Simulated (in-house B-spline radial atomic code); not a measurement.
Radial electron density of the tungsten ion W⁴⁺, [Xe] 4f14 5d2. Level of theory: scalar-relativistic (X2C) RPBE, spin-polarised, spherical fractional occupations, Fermi nucleus of rms radius 5.3658 fm; calculated with an all-electron radial atomic-structure program (B-spline basis).

One-electron X2C: radii and densities carry no picture-change correction, so inner-shell <1/r> comes out high (for 1s by about 2 % at Z = 33, 5 % at 54, 10 % at 75, 30 % at 118) and <r> low.

Columns: r (bohr), 4πr²n(r) (electrons per bohr), bar.

```
0.000334    2.763 #
0.000413    3.729 #
0.000511    5.019 ##
0.000632    6.726 ##
0.000781    8.966 ###
0.000966    11.91 ####
 0.00119    15.64 #####
 0.00148    20.64 #######
 0.00183    26.79 #########
 0.00226    34.33 ###########
 0.00279    43.38 ##############
 0.00345    53.96 #################
 0.00427    65.73 #####################
 0.00528    77.89 #########################
 0.00652    89.27 #############################
 0.00807    98.51 ################################
 0.00997    103.8 ##################################
  0.0123      104 ##################################
  0.0152     99.5 ################################
  0.0189    92.66 ##############################
  0.0233     88.9 #############################
  0.0288    93.18 ##############################
  0.0356    107.3 ###################################
  0.0441    125.7 #########################################
  0.0545    136.1 ############################################
  0.0674    129.6 ##########################################
  0.0833    112.5 ####################################
   0.103      104 ##################################
   0.127    113.9 #####################################
   0.157    124.4 ########################################
   0.195    108.9 ###################################
   0.241    77.06 #########################
   0.298    63.32 ####################
   0.368    72.37 #######################
   0.455    74.17 ########################
   0.563    55.58 ##################
   0.696    33.71 ###########
    0.86    21.52 #######
    1.06    15.67 #####
    1.32    10.16 ###
    1.63    5.203 ##
    2.01    2.048 #
    2.49   0.6161 
    3.07   0.1501 
     3.8  0.02494 
     4.7 0.002318 
    5.81 0.0001038
```

On this grid the curve has 4 maxima, near 0.0123, 0.0545, 0.157, 0.455 bohr.

The 4f down radial function P(r) = rR(r), positive near the nucleus:

```
r (bohr)         P
  0.0233   0.00185
  0.0356  0.007894
  0.0545   0.03099
  0.0833    0.1063
   0.127    0.3026
   0.195    0.6866
   0.298     1.134
   0.455     1.303
   0.696     1.019
    1.06    0.5482
    1.63    0.1841
    2.49   0.03398
     3.8  0.002346
```
